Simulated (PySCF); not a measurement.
Computed shifts of a molecule C2H6O3Si, PBE0/pcSseg-1 (PySCF), GIAO, gas phase, atoms alike by connectivity averaged where their shifts nearly agree, in ppm (number of nuclei): ²⁹Si: -9.8 (1). ¹³C: 83.4 (2). ¹H: 4.83 (2), 4.52 (2), 2.71 (1), 2.09 (1). References: ¹⁷O against H2O (σ = 334.2 ppm); ²⁹Si against TMS (σ = 352.7 ppm); ¹³C against TMS (σ = 186.3 ppm); ¹H against TMS (σ = 31.56 ppm), references at their B3LYP-D3(BJ)/def2-TZVP geometries, non-relativistic. Coordinates come from a r2SCAN-D4/def2-SVP optimisation. The values are those of a single conformer.

Which molecule gave these data?
(A) CO[Si@H](O)C=O
(B) O[Si]1(O)COC1
(C) COC1O[SiH2]O1
(D) C=CO[SiH](O)O

B, O[Si]1(O)COC1
